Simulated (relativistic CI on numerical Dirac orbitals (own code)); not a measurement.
Computed by Dirac-Coulomb-Breit CI, separate exchange-only KLI orbitals for each configuration, a model potential for QED, unscaled Slater integrals (own radial code, finite nucleus).

The strongest absorption lines from the ground level of an ion, among the configurations computed and to levels below about 171 eV (vacuum wavelength in Å, gf): 83.476 (0.32), 84.696 (0.15), 85.411 (0.43), 86.343 (0.2), 159.33 (0.51), 159.59 (5.8), 161.25 (3.7), 173.07 (1.3).

Q: Which ion is it?
A. Ga14+
B. Co8+
C. V6+
D. Co10+

A: D. Co10+ has 17 electrons and the ground level 3s2.3p5 2P°_3/2; the strongest line goes to 3s2.3p4.3d 2D_5/2. The pattern of lines fixes the number of electrons, and along that sequence the line energies rise steadily with the charge (about as its square where n changes within one kind of shell, about linearly where n is kept but much faster in heavy ions where fine structure, which grows about as Z⁴, sets the gap, and irregularly where shells cross), which fixes Z. Configurations outside the model, such as inner-shell arrays, can give stronger lines. At this charge energies of transitions that change n are usually good to better than 1 %, and those within a shell (Δn = 0) to a few per cent.
